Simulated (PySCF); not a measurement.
## Ionisation energy along the 1-electron series

Calculated with PySCF 2.14 and a two-component X2C-1e Hamiltonian (Gaussian nucleus, no Breit or QED terms), each ion in its own even-tempered basis scaled to its charge; GMP2 freezes nothing and drops the highest virtual spinors. Values in eV. NIST values: (m) measured, (s) semi-empirical, (t) theoretical.

| ion | configuration | GHF (screened spin-orbit) | NIST |
| --- | --- | --- | --- |
| Nd⁵⁹⁺ | 1s1 | 51577.8 | 51515.8 (t) |
| Pm⁶⁰⁺ | 1s1 | 53411.9 | 53346.31 ± 0.14 (t) |
| Sm⁶¹⁺ | 1s1 | 55283.6 | 55214.3 ± 0.05 (t) |
| Eu⁶²⁺ | 1s1 | 57193.8 | 57120.64 ± 0.05 (t) |
| Tb⁶⁴⁺ | 1s1 | 61130.8 | 61050.1 ± 0.6 (t) |
| Dy⁶⁵⁺ | 1s1 | 63158.7 | 63073.23 ± 0.1 (t) |
| Ho⁶⁶⁺ | 1s1 | 65227.0 | 65137.13 ± 0.16 (t) |
| Er⁶⁷⁺ | 1s1 | 67335.9 | 67241.48 ± 0.07 (t) |
| Tm⁶⁸⁺ | 1s1 | 69486.5 | 69387.45 ± 0.09 (t) |
| Yb⁶⁹⁺ | 1s1 | 71678.8 | 71574.63 ± 0.1 (t) |
| Lu⁷⁰⁺ | 1s1 | 73914.0 | 73804.35 ± 0.24 (t) |

(1) Fill in the row of Gd⁶³⁺.

Results:

(1) configuration: 1s1; GHF (screened spin-orbit): 59142.7; NIST: 59065.54 ± 0.05 (t).
